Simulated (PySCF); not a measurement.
C2H9FSi3. Atoms are numbered in the order given.

```xyz
15

C      2.4041     1.0311     0.0000
Si     0.9013    -0.0758     0.0000
F      1.4067    -1.6425     0.0000
Si    -0.9228     0.2269     1.4448
C     -2.0674    -0.2591     0.0000
Si    -0.9228     0.2269    -1.4448
H      3.0243     0.8544     0.8929
H      3.0243     0.8544    -0.8929
H      2.0873     2.0866     0.0000
H     -1.1000    -0.5564     2.7030
H     -1.0785     1.6823     1.7569
H     -3.0797     0.1720     0.0000
H     -2.1593    -1.3603     0.0000
H     -1.0785     1.6823    -1.7569
H     -1.1000    -0.5564    -2.7030
```

Geometry optimised at ωB97X-D3(BJ)/def2-SVP. This is a generated structure with no PubChem entry under its InChIKey; it may be hypothetical.

Method: PySCF with PBE/def2-TZVP.

Symmetry labels are those of the subgroup Cs that the program uses (full group Cs).

**Question.** List the valence orbital energies around the gap with their symmetry. (An estimate is asked for; the answer gives what the named calculation found.)

**Answer.** 
```csv
orbital,symmetry,energy (eV)
HOMO−7,A",-9.77
HOMO−6,A',-9.68
HOMO−5,A',-9.08
HOMO−4,A",-8.29
HOMO−3,A',-8.07
HOMO−2,A",-7.28
HOMO−1,A',-6.91
HOMO,A",-5.92
LUMO,A',-1.77
LUMO+1,A',-1.11
LUMO+2,A",0.00
LUMO+3,A',0.16
```
